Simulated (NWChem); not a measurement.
System: C$_{2}$H$_{6}$OSi; SMILES [SiH2]1OCC1

```xyz
10

C      0.2814    -1.2918     0.0000
C     -1.1157    -0.6056     0.0000
Si    -0.0814     0.9840     0.0000
O      1.1937    -0.1567     0.0000
H      0.4592    -1.9224     0.8996
H      0.4592    -1.9224    -0.8996
H     -1.7265    -0.8049     0.9013
H     -1.7265    -0.8049    -0.9013
H     -0.1242     1.8655    -1.2205
H     -0.1242     1.8655     1.2205
```
Atoms are numbered in this order, from 1.

Level: PBE-D3(BJ)/def2-SVP (NWChem), optimised geometry, unscaled harmonic frequencies. 

Problem. List the harmonic frequencies with IR intensities, and the thermochemistry.

Solution. 
| frequency (cm⁻¹) | IR intensity (km/mol) |
|---|---|
| 123 | 0.8 |
| 438 | 5.1 |
| 550 | 18.5 |
| 629 | 16.3 |
| 690 | 15.1 |
| 731 | 28.9 |
| 790 | 54.1 |
| 845 | 74.2 |
| 879 | 21.0 |
| 934 | 39.2 |
| 958 | 157.8 |
| 990 | 49.7 |
| 1069 | 57.4 |
| 1136 | 0.5 |
| 1170 | 0.0 |
| 1295 | 7.1 |
| 1371 | 8.8 |
| 1451 | 1.2 |
| 2151 | 141.2 |
| 2154 | 164.7 |
| 2950 | 75.2 |
| 3000 | 31.7 |
| 3026 | 6.2 |
| 3092 | 3.4 |

* **zero-point energy**: 46.3 kcal/mol
* **thermal correction to the enthalpy at 298.15 K (with zero-point energy)**: 49.9 kcal/mol
* **heat capacity Cv**: 17.2 cal/(mol K)
* **entropy at 298.15 K and 1 atm (symmetry number 1)**: 69.8 cal/(mol K)
* **dipole moment**: 1.77 D

Rigid rotor and harmonic oscillator.
